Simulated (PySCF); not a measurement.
Members of one series of related molecules.

All values: PBE0/pcSseg-1 (PySCF) at GFN2-xTB geometries, gas phase, one conformer each.

Question: Rank by the highest IAO charge on any atom, highest value first.
A. `C[SiH2]C(=O)[C@@H]([SiH3])C[SiH3]`
B. `O=C[SiH2]C[C@@H]([SiH3])C[SiH3]`
C. `[SiH3][C@@H](C[SiH2][SiH3])C[SiH3]`
D. `CC[C@@H]([SiH3])C[SiH2]C`
E. `C[SiH2]C/C([SiH3])=C\[SiH3]`

Answer: E (+0.767 e), D (+0.751 e), A (+0.714 e), B (+0.687 e), C (+0.583 e).

Question: Rank by dipole moment, highest first.
A. `[CH3:1][SiH2:2][CH2:3][S:4][C@H:5]([SiH3:6])[CH2:7][SiH3:8]` with C1–Si2–C3–S4 64°, Si2–C3–S4–C5 -170°, C3–S4–C5–Si6 -99°, S4–C5–C7–Si8 -49°
B. `[SiH3:1][CH2:2][C@@H:3]([SiH3:4])[CH2:5][SiH2:6][SiH3:7]` with Si1–C2–C3–Si4 -69°, C2–C3–C5–Si6 61°, C3–C5–Si6–Si7 44°
C. `[CH3:1][SiH2:2][CH2:3][O:4][C@@H:5]([SiH3:6])[CH2:7][SiH3:8]` with C1–Si2–C3–O4 54°, Si2–C3–O4–C5 175°, C3–O4–C5–Si6 82°, O4–C5–C7–Si8 30°
D. `[CH3:1][SiH2:2][CH2:3][C@@H:4]1[CH2:5][SiH2:6][SiH2:7]1` with C1–Si2–C3–C4 -53°, Si2–C3–C4–C5 -62°, C3–C4–C5–Si6 -142°, C4–C5–Si6–Si7 13°, C5–Si6–Si7–C4 -11°, C3–C4–Si7–Si6 137°
E. `[CH3:1][SiH2:2][CH2:3][C@@H:4]([SiH3:5])[SiH2:6][SiH3:7]` with C1–Si2–C3–C4 174°, Si2–C3–C4–Si5 73°, C3–C4–Si6–Si7 56°
F. `[CH3:1][SiH2:2][C:3](=[O:4])[C@@H:5]([SiH3:6])[CH2:7][SiH3:8]` with C1–Si2–C3–O4 -36°, Si2–C3–C5–Si6 81°, C3–C5–C7–Si8 -32°

Answer: F (3.68 D), C (1.46 D), A (1.31 D), E (0.74 D), D (0.44 D), B (0.26 D).

Question: Rank by the lowest IAO charge on any atom, lowest value first.
A. `C[SiH2]C[C@@H]([SiH3])[SiH2][SiH3]`
B. `O=C[SiH2]C[C@@H]([SiH3])C[SiH3]`
C. `[SiH3]C1C[SiH2]C[SiH2]C1`

Answer: C (-0.830 e), A (-0.715 e), B (-0.526 e).

All values together:

| SMILES | change | formula | μ (D) | HOMO (eV) | LUMO (eV) | lowest IAO charge (e) | highest IAO charge (e) | lowest Hirshfeld charge (e) | highest Hirshfeld charge (e) |
| --- | --- | --- | --- | --- | --- | --- | --- | --- | --- |
| C[SiH2]C[C@@H]([SiH3])C[SiH3] | parent | C4H16Si3 | 0.54 | -7.81 | 0.45 | -0.713 (C) | +0.759 (Si) | -0.213 (C) | +0.344 (Si) |
| [SiH3]C1C[SiH2]C[SiH2]C1 | ring closed by a new Si-C bond | C4H14Si3 | 0.50 | -7.26 | 0.50 | -0.830 (C) | +0.758 (Si) | -0.250 (C) | +0.338 (Si) |
| C[SiH2]CO[C@@H]([SiH3])C[SiH3] | O inserted into a C-C bond | C4H16OSi3 | 1.46 | -7.29 | 0.61 | -0.714 (C) | +0.779 (Si) | -0.211 (C) | +0.349 (Si) |
| [SiH3]C[C@H]1C[SiH2]C[SiH2]1 | ring closed by a new Si-C bond | C4H14Si3 | 0.59 | -8.03 | 0.40 | -0.833 (C) | +0.754 (Si) | -0.253 (C) | +0.341 (Si) |
| CC[C@@H]([SiH3])C[SiH2]C | Si replaced by C | C5H16Si2 | 0.60 | -7.62 | 0.70 | -0.716 (C) | +0.751 (Si) | -0.212 (C) | +0.343 (Si) |
| [SiH3]C[C@@H]([SiH3])C[SiH2][SiH3] | C replaced by Si | C3H16Si4 | 0.26 | -7.80 | -0.15 | -0.526 (C) | +0.583 (Si) | -0.155 (C) | +0.309 (Si) |
| C[SiH2]C(=O)[C@@H]([SiH3])C[SiH3] | CH2 replaced by C=O | C4H14OSi3 | 3.68 | -7.06 | -1.61 | -0.708 (C) | +0.714 (Si) | -0.206 (C) | +0.341 (Si) |
| C[SiH2]C[C@@H]1C[SiH2][SiH2]1 | ring closed by a new Si-Si bond | C4H14Si3 | 0.44 | -7.19 | -0.02 | -0.716 (C) | +0.756 (Si) | -0.213 (C) | +0.342 (Si) |
| O=C[SiH2]C[C@@H]([SiH3])C[SiH3] | CH2 replaced by C=O | C4H14OSi3 | 2.74 | -6.90 | -1.45 | -0.526 (C) | +0.687 (Si) | -0.211 (O) | +0.336 (Si) |
| C[SiH2]C[C@@H]([SiH3])[SiH2][SiH3] | C replaced by Si | C3H16Si4 | 0.74 | -7.75 | -0.32 | -0.715 (C) | +0.764 (Si) | -0.213 (C) | +0.346 (Si) |
| C[SiH2]C/C([SiH3])=C\[SiH3] | C-C bond made double | C4H14Si3 | 0.30 | -7.33 | -0.89 | -0.714 (C) | +0.767 (Si) | -0.213 (C) | +0.351 (Si) |
| C[SiH2]CS[C@H]([SiH3])C[SiH3] | S inserted into a C-C bond | C4H16SSi3 | 1.31 | -6.44 | 0.26 | -0.716 (C) | +0.777 (Si) | -0.212 (C) | +0.346 (Si) |

Conformers: `[CH3:1][SiH2:2][CH2:3][C@@H:4]([SiH3:5])[CH2:6][SiH3:7]` with C1–Si2–C3–C4 165°, Si2–C3–C4–Si5 64°, C3–C4–C6–Si7 63°; `[SiH3:1][CH:2]1[CH2:3][SiH2:4][CH2:5][SiH2:6][CH2:7]1` with Si1–C2–C3–Si4 -170°, C2–C3–Si4–C5 -54°, C3–Si4–C5–Si6 43°, Si4–C5–Si6–C7 -44°; `[CH3:1][SiH2:2][CH2:3][O:4][C@@H:5]([SiH3:6])[CH2:7][SiH3:8]` with C1–Si2–C3–O4 54°, Si2–C3–O4–C5 175°, C3–O4–C5–Si6 82°, O4–C5–C7–Si8 30°; `[SiH3:1][CH2:2][C@H:3]1[CH2:4][SiH2:5][CH2:6][SiH2:7]1` with Si1–C2–C3–C4 168°, C2–C3–C4–Si5 170°, C3–C4–Si5–C6 -33°, C4–Si5–C6–Si7 9°, Si5–C6–Si7–C3 11°; `[CH3:1][CH2:2][C@@H:3]([SiH3:4])[CH2:5][SiH2:6][CH3:7]` with C1–C2–C3–Si4 -62°, C2–C3–C5–Si6 58°, C3–C5–Si6–C7 48°; `[SiH3:1][CH2:2][C@@H:3]([SiH3:4])[CH2:5][SiH2:6][SiH3:7]` with Si1–C2–C3–Si4 -69°, C2–C3–C5–Si6 61°, C3–C5–Si6–Si7 44°; `[CH3:1][SiH2:2][C:3](=[O:4])[C@@H:5]([SiH3:6])[CH2:7][SiH3:8]` with C1–Si2–C3–O4 -36°, Si2–C3–C5–Si6 81°, C3–C5–C7–Si8 -32°; `[CH3:1][SiH2:2][CH2:3][C@@H:4]1[CH2:5][SiH2:6][SiH2:7]1` with C1–Si2–C3–C4 -53°, Si2–C3–C4–C5 -62°, C3–C4–C5–Si6 -142°, C4–C5–Si6–Si7 13°, C5–Si6–Si7–C4 -11°, C3–C4–Si7–Si6 137°; `[O:1]=[CH:2][SiH2:3][CH2:4][C@@H:5]([SiH3:6])[CH2:7][SiH3:8]` with O1–C2–Si3–C4 124°, C2–Si3–C4–C5 -52°, Si3–C4–C5–Si6 -61°, C4–C5–C7–Si8 61°; `[CH3:1][SiH2:2][CH2:3][C@@H:4]([SiH3:5])[SiH2:6][SiH3:7]` with C1–Si2–C3–C4 174°, Si2–C3–C4–Si5 73°, C3–C4–Si6–Si7 56°; `[CH3:1][SiH2:2][CH2:3]/[C:4]([SiH3:5])=[CH:6]\[SiH3:7]` with C1–Si2–C3–C4 -50°, Si2–C3–C4–Si5 -74°; `[CH3:1][SiH2:2][CH2:3][S:4][C@H:5]([SiH3:6])[CH2:7][SiH3:8]` with C1–Si2–C3–S4 64°, Si2–C3–S4–C5 -170°, C3–S4–C5–Si6 -99°, S4–C5–C7–Si8 -49°.

Question: Give the shifts from the parent, `C[SiH2]C[C@@H]([SiH3])C[SiH3]`.

Answer: 
```
                            SMILES  change in μ (D)  change in HOMO (eV)  change in LUMO (eV)
          [SiH3]C1C[SiH2]C[SiH2]C1            -0.04                +0.55                +0.05
    C[SiH2]CO[C@@H]([SiH3])C[SiH3]            +0.92                +0.52                +0.16
      [SiH3]C[C@H]1C[SiH2]C[SiH2]1            +0.05                -0.22                -0.05
          CC[C@@H]([SiH3])C[SiH2]C            +0.06                +0.19                +0.25
[SiH3]C[C@@H]([SiH3])C[SiH2][SiH3]            -0.28                +0.01                -0.60
 C[SiH2]C(=O)[C@@H]([SiH3])C[SiH3]            +3.14                +0.75                -2.06
     C[SiH2]C[C@@H]1C[SiH2][SiH2]1            -0.10                +0.62                -0.47
   O=C[SiH2]C[C@@H]([SiH3])C[SiH3]            +2.20                +0.91                -1.90
C[SiH2]C[C@@H]([SiH3])[SiH2][SiH3]            +0.20                +0.06                -0.77
       C[SiH2]C/C([SiH3])=C\[SiH3]            -0.24                +0.48                -1.34
     C[SiH2]CS[C@H]([SiH3])C[SiH3]            +0.77                +1.37                -0.19
```
